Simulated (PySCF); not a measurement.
CH₈F₂Si₃, SMILES FC[SiH2][Si@H]([SiH3])F.

The structure is a stationary point at PBE0-D3(BJ)/def2-SVP. The structure was generated by enumeration; whether it is a known compound was not checked. One conformer was computed; it need not be the lowest.

Calculation: SMD-PBE0/def2-SVP run with PySCF.

Solvation free energies are E(SMD) − E(gas) at the gas-phase geometry, for 1 M in both phases. In vacuum the dipole moment is 2.27 D.

```csv
solvent,ΔG(solv) (kcal/mol),its non-electrostatic (CDS) part,dipole (D)
water,1.7,5.5,3.01
n-hexane,-1.7,-0.3,2.52
ethanol,-3.3,0.3,2.97
```
